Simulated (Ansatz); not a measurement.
`O=CN[SiH3]` + `[OH][Sn][Cl]` → `[SiH3][O][Sn][Cl]` + `NC=O`  (ligand exchange at the Si–N bond)

Program: Ansatz. Geometries: PBE0-D4/def2-TZVP. ΔE: electronic, gas phase. CBS: MP2 limit from def2 TZ/QZ plus the TZ coupled-cluster correction, frozen cores. This one scheme is used for every species. Functionals use def2-TZVPP. HSE06 is defined as in plane-wave codes. def2 core potentials past Kr. For Sn outer-core shells are correlated without core-valence functions, which leaves a few kJ/mol of doubt a bond. Each species was taken in one conformer, which may not be the lowest.

`O=CN[SiH3]`:

Z-matrix (Å, degrees):
```
Si
N 1 1.760
H 1 1.480 2 110.9
H 1 1.485 2 103.9 3 118.2
H 1 1.480 2 110.9 3 -123.5
C 2 1.356 1 119.0 3 61.8
H 2 1.007 1 123.5 3 -118.3
O 6 1.210 2 122.5 1 0.0
H 6 1.105 2 114.9 1 180.0
```

`[OH][Sn][Cl]`:

```xyz
4

O    -0.410    0.036   -0.913
Sn    0.498    0.682    0.716
Cl    0.468   -1.423    1.785
H    -0.555    0.705   -1.588
```

`[SiH3][O][Sn][Cl]`:

Cartesian coordinates in Å:
```
Si 0.089 -0.301 0.916
O 1.027 -0.111 -0.418
Sn 0.887 0.492 -2.282
Cl -1.433 1.019 -2.238
H -1.024 -1.252 0.656
H 0.937 -0.845 2.009
H -0.484 0.999 1.356
```

`NC=O`:

Z-matrix (Å, degrees):
```
N
C 1 1.351
H 1 1.003 2 121.3
H 1 1.006 2 119.3 3 -180.0
O 2 1.206 1 125.0 3 180.0
H 2 1.107 1 112.3 3 -0.0
```

```
             level  ΔE (kcal/mol)  difference from CCSD(T)/CBS
        r2SCAN0-D4          -15.2                         -0.8
          BHLYP-D4          -17.4                         -3.0
            r2SCAN          -14.4                          0.0
           r2SCAN0          -15.1                         -0.7
             HSE06          -14.1                          0.3
         CAM-B3LYP          -15.5                         -1.1
RPA@PBE/def2-TZVPP          -13.9                          0.5
     HF/def2-TZVPP          -18.0                         -3.6
    MP2/def2-QZVPP          -14.8                         -0.4
    CCSD/CBS(def2)          -14.9                         -0.5
       CCSD(T)/CBS          -14.4                            0
```

Largest T1 diagnostic among the species: 0.017.

Leaving LDA and LC-ωPBE aside and taking each functional with its dispersion term where it has one, the values, not all of them listed here, spread over 4.6 kcal/mol, from BHLYP-D4 to revPBE-D4. From PBE to PBE0 (25 % exact exchange), in def2-TZVPP and without D4, ΔE moves by −1.0 kcal/mol.
